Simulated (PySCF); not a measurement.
I₄Si, charge +1, doublet, geometry from GFN2-xTB (a state made from the parent by changing its charge; the spin is typed, not shown lowest) (core potentials on I). Base run: DF-B3LYP/def2-SVP (PySCF).

Here is a job for PySCF.
```python
from pyscf import gto, scf, dft

mol = gto.Mole()
mol.atom = '''
    I     2.231551   -1.024411    0.445566
    Si   -0.000000    0.000000    0.000000
    I    -1.461591   -1.660099   -1.155676
    I    -1.052513    0.673284    2.160248
    I     0.282553    2.011226   -1.450138
'''
mol.basis = 'def2-svp'
mol.ecp = {'I': 'def2-svp'}
mol.charge = 1
mol.spin = 1
mol.verbose = 4
mol.build()

mf = dft.UKS(mol)
mf.xc = 'b3lyp'
mf = mf.density_fit(auxbasis='def2-universal-jkfit')
mf.kernel()
mf.analyze()
```

Each row names what was changed in the base input (with any setting that the change needs).

```json
[
 {"change": "base", "ΔE vs base (mEh)": "0.000", "SCF cycles": "23", "<S^2>": "0.752", "outcome": "converged"},
 {"change": "level_shift = 0.1 (with mf.max_cycle = 100)", "ΔE vs base (mEh)": "-", "SCF cycles": "100", "<S^2>": "-", "outcome": "not converged"},
 {"change": "init_guess = vsap", "ΔE vs base (mEh)": "-", "SCF cycles": "-", "<S^2>": "-", "outcome": "input refused"},
 {"change": "init_guess = atom", "ΔE vs base (mEh)": "0.000", "SCF cycles": "27", "<S^2>": "0.752", "outcome": "converged"},
 {"change": "DIIS = ADIIS", "ΔE vs base (mEh)": "-", "SCF cycles": "50", "<S^2>": "-", "outcome": "not converged"},
 {"change": "diis = off (with mf.max_cycle = 100)", "ΔE vs base (mEh)": "-", "SCF cycles": "100", "<S^2>": "-", "outcome": "not converged"},
 {"change": "init_guess = huckel", "ΔE vs base (mEh)": "0.000", "SCF cycles": "34", "<S^2>": "0.752", "outcome": "converged"},
 {"change": "level_shift = 0.5 (with mf.max_cycle = 100)", "ΔE vs base (mEh)": "-", "SCF cycles": "100", "<S^2>": "-", "outcome": "not converged"},
 {"change": "conv_tol = 1e-7", "ΔE vs base (mEh)": "0.001", "SCF cycles": "17", "<S^2>": "0.752", "outcome": "converged"},
 {"change": "conv_tol_grad = 1e-7", "ΔE vs base (mEh)": "0.000", "SCF cycles": "30", "<S^2>": "0.752", "outcome": "converged"},
 {"change": "conv_tol = 1e-12", "ΔE vs base (mEh)": "0.000", "SCF cycles": "29", "<S^2>": "0.752", "outcome": "converged"},
 {"change": "conv_tol = 1e-11", "ΔE vs base (mEh)": "0.000", "SCF cycles": "27", "<S^2>": "0.752", "outcome": "converged"},
 {"change": "conv_tol = 1e-6", "ΔE vs base (mEh)": "0.001", "SCF cycles": "15", "<S^2>": "0.752", "outcome": "converged"}
]
```

Open shells are given as the SCF converged; they aren't shown to be the lowest states, and a large step between rows can be another state.

- init_guess = vsap: ended with `AssertionError: ECP or PP not supported`
